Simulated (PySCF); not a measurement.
**Electric properties by functional and basis**

Compound: C5H5Al.
Bonds: C1–C2 (triple), C2–Al3, Al3–C4, Al3–C5, C5–C6 (triple). Hydrogens: H7 on C1; H8, H9, H10 on C4; H11 on C6.

PySCF, dipoles from the SCF density, polarisabilities from static response with core orbitals frozen. Isolated species at its PBE0-D3(BJ)/def2-SVP geometry, gas phase.

**Question.** How do dipole and polarisability depend on functional and basis here?

**Answer.** 

```tsv
level	μ (D)	α (au)	anisotropy (au)
LDA/def2-SVPD	0.219	85.29	43.54
PBE/def2-SVPD	0.183	84.43	43.05
B3LYP/def2-SVPD	0.152	82.02	40.82
PBE0/def2-SVPD	0.171	80.95	39.94
BHandHLYP/def2-SVPD	0.130	78.92	38.29
CAM-B3LYP/def2-SVPD	0.165	80.06	38.84
wB97X-D/def2-SVPD	0.165	80.54	38.12
LC-wPBE/def2-SVPD	0.199	77.36	36.66
HF/def2-SVPD	0.053	76.58	35.76
PBE0/6-31G*	0.140	66.08	47.63
PBE0/def2-SVP	0.183	67.75	46.66
PBE0/6-31+G*	0.174	74.98	45.77
PBE0/aug-cc-pVDZ	0.228	82.98	41.03
PBE0/def2-TZVP	0.205	77.33	43.51
PBE0/def2-TZVPD	0.203	82.91	40.00
```

The anisotropy is √(½[(α1 − α2)² + (α2 − α3)² + (α3 − α1)²]). The dipole runs from 0.05 D (HF/def2-SVPD) to 0.23 D (PBE0/aug-cc-pVDZ). No reference polarisability is at hand; against PBE0 in the largest diffuse basis at hand (def2-TZVPD) the other PBE0 rows deviate by 6-31G* -20%, def2-SVP -18%, 6-31+G* -10%, def2-SVPD -2%, aug-cc-pVDZ 0%, def2-TZVP -7%. In one basis (def2-SVPD) the functionals order the polarisability from HF (lowest) to LDA (highest), a spread of 11%. With PBE0 the polarisability is 70.38 au without diffuse functions (mean of 6-31G*, def2-SVP and def2-TZVP) and 80.45 au with them (mean of 6-31+G*, def2-SVPD, aug-cc-pVDZ and def2-TZVPD).
